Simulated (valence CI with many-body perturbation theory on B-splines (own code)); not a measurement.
**Sc14+: electric-dipole lines**

Method: configuration interaction combined with many-body perturbation theory (CI+MBPT): five valence electrons over a frozen Dirac-Fock core [He], radial functions for each j: 9 s, 9 p, 8 d, 6 f, 3 g, 1 h, with the one-electron correlation potential Σ1 (screened to all orders), the two-electron term Σ2, the three-electron term Σ3, Breit, model QED; selected single and double excitations, second order for the rest (own B-spline code, finite nucleus).

No measured levels were compared; by estimate levels of excited configurations hold to 0.05 to 0.15 % of their energy, terms of the ground configuration to about 0.5 %. Among the levels kept, up to 2000 cm⁻¹ of a level comes from second order outside the variational space, and about a tenth of that is noise between levels of different J, which matters for small intervals.

Lines 151 to 200 of 274 in falling wavelength, among levels below 596.64 eV, chosen from the strongest by gf and those to the six lowest levels. Wavelengths and rates use the calculated energies, so an error of 500 cm⁻¹ moves a line at 2.388 nm by 0.012 % and its rate by three times that or more. Electric multipoles are in the length gauge, E1 and E2 with the static RPA response of the core. Weak lines are less certain than strong ones. Lines between different terms over intervals too small for the method are left out, as are lines whose strength nearly cancels. The highest levels of a list are the least certain.

Names give the largest LS component (configuration and term), which can be under half, so a name can repeat, a term be missing and a line seem to break the LS rules; names also repeat where a configuration has a term twice. Letters in brackets count levels of one name in rising energy.

| λ vac (nm) | Upper | Lower | A (s⁻¹) | S (a.u.) |
| --- | --- | --- | --- | --- |
| 2.388 | 2s2 2p2 3s 2P_1/2 | 2s2 2p3 2D°_3/2 | 9.66e+11 | 1.30e-02 |
| 2.381 | 2s2 2p2 3s 2D_3/2 | 2s2 2p3 2P°_1/2 | 8.77e+10 | 2.34e-03 |
| 2.381 | 2s2 2p2 3s 2P_3/2 | 2s2 2p3 2D°_5/2 | 7.49e+11 | 1.99e-02 |
| 2.374 | 2s2 2p2 3s 2P_3/2 | 2s2 2p3 2D°_3/2 | 4.28e+10 | 1.13e-03 |
| 2.373 | 2s 2p3 3s 4D°_1/2 | 2s 2p4 4P_1/2 | 4.33e+11 | 5.71e-03 |
| 2.367 | 2s 2p3 3s 4D°_3/2 | 2s 2p4 4P_3/2 | 3.71e+11 | 9.72e-03 |
| 2.367 | 2s 2p3 3s 4D°_5/2 | 2s 2p4 4P_3/2 | 2.82e+11 | 1.11e-02 |
| 2.353 | 2s 2p3 3s 4D°_3/2 | 2s 2p4 4P_5/2 | 6.45e+10 | 1.66e-03 |
| 2.353 | 2s 2p3 3s 4D°_5/2 | 2s 2p4 4P_5/2 | 3.05e+11 | 1.18e-02 |
| 2.351 | 2s2 2p2 3s 4P_1/2 | 2s2 2p3 4S°_3/2 | 4.31e+11 | 5.52e-03 |
| 2.351 | 2s 2p3 3s 4D°_7/2 | 2s 2p4 4P_5/2 | 6.09e+11 | 3.12e-02 |
| 2.348 | 2s2 2p2 3s 2D_5/2 | 2s2 2p3 2D°_5/2 | 5.27e+11 | 2.02e-02 |
| 2.346 | 2s2 2p2 3s 2D_3/2 | 2s2 2p3 2D°_5/2 | 2.63e+09 | 6.70e-05 |
| 2.342 | 2s2 2p2 3s 2D_5/2 | 2s2 2p3 2D°_3/2 | 1.34e+11 | 5.11e-03 |
| 2.340 | 2s2 2p2 3s 2D_3/2 | 2s2 2p3 2D°_3/2 | 3.22e+11 | 8.15e-03 |
| 2.340 | 2s2 2p2 3s 4P_3/2 | 2s2 2p3 4S°_3/2 | 4.24e+11 | 1.07e-02 |
| 2.337 | 2s2 2p2 3s 2S_1/2 | 2s2 2p3 2P°_3/2 | 4.17e+11 | 5.25e-03 |
| 2.329 | 2s2 2p2 3s 4P_5/2 | 2s2 2p3 4S°_3/2 | 4.25e+11 | 1.59e-02 |
| 2.329 | 2s2 2p2 3s 2S_1/2 | 2s2 2p3 2P°_1/2 | 3.38e+11 | 4.22e-03 |
| 2.290 | 2s2 2p2 3s 2S_1/2 | 2s2 2p3 2D°_3/2 | 1.84e+10 | 2.18e-04 |
| 2.282 | 2s2 2p2 3s 2D_5/2 | 2s2 2p3 4S°_3/2 | 6.76e+09 | 2.38e-04 |
| 2.281 | 2s2 2p2 3s 2D_3/2 | 2s2 2p3 4S°_3/2 | 1.32e+09 | 3.09e-05 |
| 2.271 | 2s2 2p2 3d 4F_3/2 | 2s2 2p3 2P°_3/2 | 1.46e+10 | 3.37e-04 |
| 2.263 | 2s2 2p2 3d 4F_3/2 | 2s2 2p3 2P°_1/2 | 6.70e+09 | 1.53e-04 |
| 2.257 | 2s2 2p2 3d 2P_3/2 [a] | 2s2 2p3 2P°_3/2 | 3.91e+11 | 8.86e-03 |
| 2.254 | 2s2 2p2 3d 4D_1/2 | 2s2 2p3 2P°_3/2 | 1.09e+11 | 1.23e-03 |
| 2.253 | 2s2 2p2 3d 4D_5/2 | 2s2 2p3 2P°_3/2 | 2.05e+09 | 6.95e-05 |
| 2.249 | 2s2 2p2 3d 2P_3/2 [a] | 2s2 2p3 2P°_1/2 | 1.87e+11 | 4.19e-03 |
| 2.248 | 2s2 2p2 3d 4D_3/2 | 2s2 2p3 2P°_3/2 | 2.56e+11 | 5.75e-03 |
| 2.246 | 2s2 2p2 3d 4D_1/2 | 2s2 2p3 2P°_1/2 | 2.00e+11 | 2.24e-03 |
| 2.245 | 2s2 2p2 3d 2F_5/2 | 2s2 2p3 2P°_3/2 | 3.79e+10 | 1.27e-03 |
| 2.241 | 2s2 2p2 3d 4D_3/2 | 2s2 2p3 2P°_1/2 | 1.67e+11 | 3.71e-03 |
| 2.238 | 2s2 2p2 3d 2P_1/2 [a] | 2s2 2p3 2P°_3/2 | 7.81e+11 | 8.64e-03 |
| 2.236 | 2s2 2p2 3d 4P_5/2 | 2s2 2p3 2P°_3/2 | 6.14e+09 | 2.03e-04 |
| 2.233 | 2s2 2p2 3d 4P_3/2 | 2s2 2p3 2P°_3/2 | 1.56e+09 | 3.42e-05 |
| 2.231 | 2s2 2p2 3d 4F_3/2 | 2s2 2p3 2D°_5/2 | 4.05e+09 | 8.88e-05 |
| 2.230 | 2s2 2p2 3d 2P_1/2 [a] | 2s2 2p3 2P°_1/2 | 1.74e+12 | 1.91e-02 |
| 2.227 | 2s2 2p2 3d 4F_5/2 | 2s2 2p3 2D°_5/2 | 2.73e+10 | 8.92e-04 |
| 2.226 | 2s2 2p2 3d 4F_3/2 | 2s2 2p3 2D°_3/2 | 1.42e+11 | 3.10e-03 |
| 2.225 | 2s2 2p2 3d 4P_3/2 | 2s2 2p3 2P°_1/2 | 3.09e+09 | 6.71e-05 |
| 2.223 | 2s2 2p2 3d 4P_1/2 | 2s2 2p3 2P°_1/2 | 7.89e+09 | 8.56e-05 |
| 2.222 | 2s2 2p2 3d 4F_5/2 | 2s2 2p3 2D°_3/2 | 9.46e+10 | 3.07e-03 |
| 2.220 | 2s2 2p2 3d 4F_7/2 | 2s2 2p3 2D°_5/2 | 6.18e+10 | 2.67e-03 |
| 2.217 | 2s2 2p2 3d 2P_3/2 [a] | 2s2 2p3 2D°_5/2 | 2.92e+11 | 6.28e-03 |
| 2.214 | 2s2 2p2 3d 2D_3/2 [a] | 2s2 2p3 2P°_3/2 | 8.52e+11 | 1.83e-02 |
| 2.214 | 2s2 2p2 3d 4D_5/2 | 2s2 2p3 2D°_5/2 | 2.38e+09 | 7.66e-05 |
| 2.213 | 2s2 2p2 3d 2D_5/2 [a] | 2s2 2p3 2P°_3/2 | 4.70e+11 | 1.51e-02 |
| 2.213 | 2s 2p3 3p 6P_3/2 | 2s2 2p3 2P°_3/2 | 2.76e+09 | 5.89e-05 |
| 2.212 | 2s2 2p2 3d 2P_3/2 [a] | 2s2 2p3 2D°_3/2 | 3.30e+11 | 7.05e-03 |
| 2.211 | 2s 2p3 3p 6P_5/2 | 2s2 2p3 2P°_3/2 | 7.65e+09 | 2.45e-04 |
